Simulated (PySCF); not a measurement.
# Peak assignment

Numbering as in the mapped SMILES `[CH3:1][C:2](=[O:3])[c:4]1[cH:5][cH:6][cH:7][cH:8][c:9]1[F:10]` (H(Xn): hydrogen on atom n).

Theory: σ from GIAO-CAM-B3LYP/pcSseg-1, PBE0-D3(BJ)/def2-SVP geometry, in PySCF (fast rotation and ring inversion assumed for equivalent nuclei, single conformer, no relativistic terms, isolated molecule).

Scale: ¹³C (σ = 182.45 ppm) and ¹H (σ = 31.33 ppm) against TMS (reference shieldings calculated alike).

**Question.** Assign these signals to the numbered atoms. ¹³C{¹H} NMR (computed): δ 200.3 (C), 175.5 (C), 144.6 (CH), 142.6 (CH), 132.1 (CH), 130.6 (C), 124.4 (CH), 34.4 (CH3).

**Answer.** 
200.3 → C2, ketone carbonyl carbon: low-lying n→π* states of the double bond to the heteroatom give a large paramagnetic term (-262 ppm)
175.5 → C9, aromatic carbon bearing fluorine: σ withdrawal by the attached heteroatom moves it downfield of the ring CH carbons
144.6 → C7, aromatic CH
142.6 → C5, aromatic CH
132.1 → C6, aromatic CH: the aromatic region
130.6 → C4, substituted aromatic carbon
124.4 → C8, aromatic CH
34.4 → C1, methyl carbon α to a carbonyl: the adjacent C=O deshields it moderately

C7 and C5; C6 and C4 lie closer than the usual error of such a calculation, so a measured spectrum could show them in the other order.

**Question.** Assign these signals to the numbered atoms. ¹H NMR (600 MHz, computed): δ 8.51 (m, 1H), 7.57 (m, 1H), 7.32 (m, 1H), 7.21 (m, 1H), 2.60 (s, 3H).

**Answer.** 
8.51 → H(C5), hydrogen on an aromatic CH: ring current plus the deshielding of an ortho carbonyl group
7.57 → H(C7), hydrogen on an aromatic CH
7.32 → H(C6), hydrogen on an aromatic CH
7.21 → H(C8), hydrogen on an aromatic CH
2.60 → H(C1), hydrogen on a methyl carbon α to a carbonyl: α to C=O

H(C6) and H(C8) lie closer than the usual error of such a calculation, so a measured spectrum could show them in the other order.

Splittings by ¹⁹F in the carbon and heteronuclear signals aren't shown, as no couplings were computed. Shifts are as computed, not scaled to solution data. Of 1211 compounds with measured shifts, 218 miss one by over three times the rms of a fit or turn the order of signals round; such compounds aren't used in these exercises. Multiplicities follow the n + 1 count of equivalent neighbours, as no J values were calculated; m marks all less simple cases, F and P coupling included.
